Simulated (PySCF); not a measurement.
Values are calculated unless marked as measured or tabulated.
**C2H12NSi3**

C2H12NSi3 is a small molecule (built as: Si site whose three back bonds go to CH2SiH3, CH2SiH3, H; end group NH), neutral, doublet. The structure, one conformer, was relaxed in the gas phase by PBE0-D3(BJ)/def2-SVP. No frequency run checks that it is a minimum.

SMILES: [NH][SiH](C[SiH3])C[SiH3]

Coordinates in Å:
```
Si1    -0.133    0.481   -0.697
C2     -0.918   -0.362    0.779
Si3    -2.751    0.002    1.007
C4      1.591   -0.190   -1.047
Si5     2.737   -0.198    0.446
N6     -1.105    0.074   -2.116
H7     -0.038    1.955   -0.431
H8     -0.380   -0.053    1.693
H9     -0.786   -1.453    0.674
H10    -3.266   -0.613    2.270
H11    -2.973    1.480    1.086
H12    -3.542   -0.532   -0.141
H13     2.052    0.409   -1.851
H14     1.492   -1.222   -1.427
H15     2.279   -1.210    1.445
H16     4.139   -0.530    0.045
H17     2.742    1.144    1.109
H18    -1.157    0.823   -2.818
```

EPR values by unrestricted B3LYP, IGLO-III on C N Si, pcH-1 on H.

Question: Predict g and the largest hyperfine couplings. Where does the spin sit?

Answer: g = 2.0021, 2.0039, 2.0095. The spin sits on N6 (98 %, bonded to 1 Si + 1 H) by Mulliken populations.
| atom | isotope | isotropic (MHz) | dipolar, principal values (MHz) |
| --- | --- | --- | --- |
| N6 | 14N | 26.4 | -40.8, -39.9, 80.7 |
| H18 | 1H | -56.4 | -50.3, -7.8, 58.2 |
| Si1 | 29Si | 41.3 | -1.8, -0.3, 2.1 |
| C4 | 13C | 32.0 | -5.6, -5.4, 11.0 |
| H7 | 1H | 9.5 | -3.2, -2.9, 6.1 |
| Si5 | 29Si | -9.3 | -4.1, 1.9, 2.2 |

Question: How do the isotropic couplings move with BHandHLYP?

Answer: N6 26.4 to 35.5 MHz, H18 -56.4 to -65.7 MHz, Si1 41.3 to 46.7 MHz, C4 32.0 to 29.6 MHz.
